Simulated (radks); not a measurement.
Task: Sr26+, configuration [Ne] 3s2. Calculated with a radial shooting solver on a logarithmic mesh with Libxc functionals: scalar-relativistic Kohn-Sham, PBE, spin-polarised, spherical densities, finite nucleus; Fermi nuclear charge, rms radius 4.224 fm. Some entries of the table are withheld. Estimate them.

orbital  occ.  eigenvalue (hartree)  <r> (bohr)
1s          2             -632.6354     0.03914
2s          2             -123.8640      0.1696
2p          6             -115.5102         (1)
3s          2             -48.12185      0.4169
3p          0             -45.48074      0.4045
4s          0             -25.33768         (2)

Result: 
(1) 2p <r> (bohr): 0.1474
(2) 4s <r> (bohr): 0.7782
